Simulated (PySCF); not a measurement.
Cl2GeH4Si, SMILES Cl[SiH]([GeH3])Cl. Geometry optimised at PBE-D3(BJ)/def2-SVP. This is a generated structure with no PubChem entry under its InChIKey; it may be hypothetical.

Level of theory: PBE-D3(BJ)/def2-SVP (PySCF).

Harmonic wavenumbers (cm⁻¹): 88, 100, 120, 182, 325, 446, 459, 519, 567, 716, 767, 777, 847, 848, 2078, 2095, 2103, 2176. Rotational constants (GHz): 2.209, 1.216, 0.8369; symmetry number 1.

**Question.** Work out the zero-point energy and the ideal-gas rigid-rotor harmonic-oscillator thermochemistry at 298.15 K and 1 atm.

**Answer.** ZPE = ½ Σ hcν = ½ × 15214 cm⁻¹ = 21.75 kcal/mol. H − E(el) = 26.94 kcal/mol. Entropy in cal/(mol K): translation 41.40, rotation 29.35, vibration 17.64, total 88.39. G − E(el) = 0.59 kcal/mol. Cp = 25.68 cal/(mol K). Modes under 150 cm⁻¹ make the vibrational entropy uncertain.
